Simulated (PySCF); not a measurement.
**NMR data sheet: C5H6F2O**

- Formula: C5H6F2O
- SMILES: C[C@@H]1C[C@@]1(F)C(=O)F
- InChI: InChI=1S/C5H6F2O/c1-3-2-5(3,7)4(6)8/h3H,2H2,1H3/t3-,5+/m1/s1
- Point group of the computed structure: C1
- Degrees of unsaturation: 2
- Carbon signals: 5
- Proton signals: 4

Atoms are numbered as in `[CH3:1][C@@H:2]1[CH2:3][C@@:4]1([F:5])[C:6](=[O:7])[F:8]`; H(Xn) means a hydrogen on atom n. Ha(C3) is cis to C1 on the ring; Hb(C3) is trans to C1 on the ring.

- geometry: GFN2-xTB
- PBE0/pcSseg-1 with gauge-including orbitals
- code: PySCF 2.14.0 with density-fitted response routines
- a single conformation, equivalent nuclei averaged, no relativistic terms, in vacuum

Chemical shifts δ = σref − σ; ¹H (31.72 ppm), ¹³C (186.93 ppm) against TMS; ¹⁹F (170.95 ppm) vs CFCl3; H2O for ¹⁷O (336.08 ppm), all at this level.

```tsv
carbon	δC, type	δH (multiplicity)	HMBC from (2–3 bonds)	span of the C tensor (ppm)
C1	14.3, CH3	1.47 (d)	H(C2), Hb(C3), Ha(C3)	29
C2	28.2, CH	1.83 (m)	Hb(C3), H(C1), Ha(C3)	65
C3	25.8, CH2	Hb(C3) 1.66 (m); Ha(C3) 1.20 (m)	H(C2), H(C1)	52
C4	77.6, C	–	H(C2), Hb(C3), H(C1), Ha(C3)	138
C6	168.8, C	–	H(C2), Hb(C3), Ha(C3)	238
```

Other nuclei:
```json
{"atoms": "F8", "nucleus": "¹⁹F", "environment": "fluorine bonded to C", "δ (ppm)": "16.1", "σ (ppm)": "154.8"}
{"atoms": "F5", "nucleus": "¹⁹F", "environment": "fluorine on an sp3 carbon", "δ (ppm)": "-239.0", "σ (ppm)": "409.9"}
{"atoms": "O7", "nucleus": "¹⁷O", "environment": "carbonyl oxygen", "δ (ppm)": "446.2", "σ (ppm)": "-110.1"}
```

- Carbon types of the structure: 2 × C, 1 × CH, 1 × CH2, 1 × CH3, which accounts for all hydrogens.
- δC 168.8: carbonyl carbon.
- δC 77.6, 28.2, 25.8: three-membered-ring carbon.
- δC 14.3: methyl carbon; aliphatic region, no heteroatom directly attached.
- δH 1.83, 1.66, 1.20: hydrogen on a three-membered-ring carbon.
- δH 1.47: hydrogen on a methyl carbon; far from electronegative atoms and π systems.

Splittings by ¹⁹F in the carbon and heteronuclear signals aren't shown, as no couplings were computed. Shifts are as computed. Against solution values, carbons near 30 ppm lie about +3 ppm off and those near 130 ppm about +5 ppm. Of 1211 compounds with measured shifts, 218 miss one by over three times the rms of a fit or turn the order of signals round; such compounds aren't used in these exercises. Unscaled 19F shifts against computed CFCl3 carry errors that often reach 10 to 50 ppm. Unscaled 17O shifts of doubly bonded oxygen tend to come out too high, by tens of ppm or more. Experimental scales use liquid or dissolved standards, which lie at an offset from isolated H2O (liquid H2O: subtract about 36 ppm). Multiplicities follow the n + 1 count of equivalent neighbours, as no J values were calculated; m marks all less simple cases, F and P coupling included.
